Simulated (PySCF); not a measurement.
BPb: energy against distance

Set-up: PySCF, scalar-relativistic core potentials, basis sets B cc-pVTZ, Pb cc-pVTZ-PP with ECP60. Energies in eV from B + Pb in their ground configurations at the same level. State: ⁴Σ⁻ (quartet), unpaired electrons σ ↑, π ↑↑.

```csv
R (Å),r²SCAN,BLYP,UHF-CCSD
1.940,-1.921,-1.556,
2.030,-2.359,-2.026,-1.755
2.121,-2.602,-2.305,-1.998
2.188,-2.690,-2.423,-2.086
2.256,-2.717,-2.480,-2.113
2.324,-2.698,-2.492,-2.094
2.414,-2.622,-2.455,-2.016
2.527,-2.471,-2.351,-1.863
2.662,-2.246,-2.178,-1.635
2.843,-1.920,-1.914,
```

Question: Put a parabola through the three lowest points of the r²SCAN curve and estimate Re, k and ωe (reduced mass 10.46 u; 1 eV/Å² = 0.16022 mdyn/Å; ωe = 1302.8·√(k/μ) cm⁻¹).

Answer: Through R = 2.188, 2.256, 2.324 Å the second-order coefficient is 4.97 eV/Å², so Re ≈ 2.262 Å, k ≈ 1.59 mdyn/Å and ωe ≈ 509 cm⁻¹. A polynomial fit of higher order to the unrounded r²SCAN energies gives Re = 2.259 Å, k = 1.58 mdyn/Å, ωe = 506 cm⁻¹; anharmonicity and rounding make the difference.

The higher-order fit for each curve: r²SCAN: Re = 2.259 Å, ωe = 506 cm⁻¹, De = 2.72 eV; BLYP: Re = 2.310 Å, ωe = 457 cm⁻¹, De = 2.49 eV; UHF-CCSD: Re = 2.259 Å, ωe = 508 cm⁻¹, De = 2.11 eV.

Correlated steps freeze 5 core orbitals. These are scalar-relativistic numbers at best; spin–orbit coupling would shift them, the dissociation energy most. The state was picked by a PBE0 search and need not be the measured ground state.
